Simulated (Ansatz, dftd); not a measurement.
Reaction: CH5GeO (SMILES [O]([GeH2])C, doublet) → CH5GeO (SMILES [CH3][GeH][OH], doublet)
Each species at its own B3LYP-D3(BJ)/def2-TZVP minimum (Ansatz, a program for electronic structure), one conformer.

Quantity: isomerisation energy (electronic), in kcal/mol. Radicals and triplets start from unrestricted determinants; spin-orbit coupling is neglected. Correlated methods leave the cores frozen (noble-gas shells, and filled d and f shells in the p block). No relativity. CBS(X,Y): correlation extrapolated as X^-3, Hartree-Fock from the larger set. A bracket is a step between two methods taken in the basis named. Double hybrids freeze cores in their MP2 part.

```tsv
level	program	isomerisation energy (kcal/mol)	difference against the last row
r2SCAN-D3(BJ)/def2-TZVPD	Ansatz + dftd3	-20.3	1.2
r2SCAN-D4/def2-TZVPD	Ansatz + dftd4	-20.3	1.2
B2GP-PLYP-D3(BJ)/def2-TZVPD	Ansatz + dftd3	-20.4	1.1
B2GP-PLYP-D4/def2-TZVPD	Ansatz + dftd4	-20.2	1.3
CCSDT(Q)/cc-pVDZ	Ansatz	-16.7	4.8
CCSD(T)/CBS(cc-pVTZ,cc-pVQZ) + [CCSDT(Q) - CCSD(T)]/cc-pVDZ	Ansatz	-21.5	0.0
```
